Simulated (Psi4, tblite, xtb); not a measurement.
Interaction energy of CH3Cl ··· C3H9Al (SMILES CCl and [CH3][Al]([CH3])[CH3]). Monomers: optimised at B3LYP-D3(BJ) (def2-TZVP and def2-SVP), held rigid. Orientation: lowest of the rigid-body minima from ten starts at GFN2-xTB. The monomers approach along the line of their centres of mass (distance R); nothing else relaxes.

Geometry at R = 2.81 Å (first 5 atoms: monomer A):
```
18

C     -0.1535    -0.0092    -0.0034
Cl     1.6373     0.0980     0.0361
H     -0.4852    -0.5209     0.8949
H     -0.4431    -0.5666    -0.8890
H     -0.5555     0.9988    -0.0387
C      1.3363    -0.8778    -3.0632
Al     2.6404    -1.4910    -1.7252
C      4.3425    -0.5325    -1.4995
C      2.2440    -3.0651    -0.6152
H      1.7764    -0.8945    -4.0774
H      0.4126    -1.4787    -3.0921
H      1.0463     0.1732    -2.8801
H      4.4722    -0.1962    -0.4544
H      4.4452     0.3514    -2.1502
H      5.1990    -1.2001    -1.7075
H      2.0426    -3.9517    -1.2440
H      3.0522    -3.3298     0.0861
H      1.3258    -2.9052    -0.0203
```

B3LYP/def2-TZVP, counterpoise-corrected (Psi4); GFN1-xTB (xtb); GFN2-xTB (tblite); SCS-MP2/aug-cc-pVDZ = DF-SCS-MP2/aug-cc-pVDZ, frozen core, counterpoise-corrected run with Psi4; B3LYP-D3(BJ)/def2-TZVP, counterpoise-corrected (Psi4).

Interaction energies in kJ/mol (negative: bound); R is the distance of the centres of mass, d the H4···H11 distance.

```tsv
R / Å	d / Å	B3LYP/def2-TZVP	GFN1-xTB	GFN2-xTB	SCS-MP2/aug-cc-pVDZ	B3LYP-D3(BJ)/def2-TZVP
2.17	1.95	197.89	99.20	65.99	224.08	165.01
2.38	2.14	80.25	-8.30	-14.14	86.57	50.12
2.58	2.32	29.46	-50.45	-40.66	25.82	2.07
2.81	2.53	4.61	-66.47	-46.99	-3.98	-19.53
2.99	2.70	-3.28	-66.45	-43.80	-12.99	-24.87
3.22	2.92	-6.75	-59.29	-35.89	-16.32	-25.16
3.55	3.23	-6.73	-46.10	-24.23	-14.92	-20.93
3.82	3.49	-5.49	-36.40	-16.72	-12.35	-16.68
4.31	3.96	-3.34	-23.07	-8.24	-8.00	-10.21
5.00	4.64	-1.71	-11.58	-3.46	-4.16	-4.92
5.98	5.60	-0.89	-3.79	-1.23	-1.77	-2.00
7.29	6.89	-0.44	-0.75	-0.38	-0.70	-0.77
```

Lowest grid point: B3LYP/def2-TZVP -6.75 kJ/mol at R = 3.22 Å; GFN1-xTB -66.47 kJ/mol at R = 2.81 Å; GFN2-xTB -46.99 kJ/mol at R = 2.81 Å; SCS-MP2/aug-cc-pVDZ -16.32 kJ/mol at R = 3.22 Å; B3LYP-D3(BJ)/def2-TZVP -25.16 kJ/mol at R = 3.22 Å.
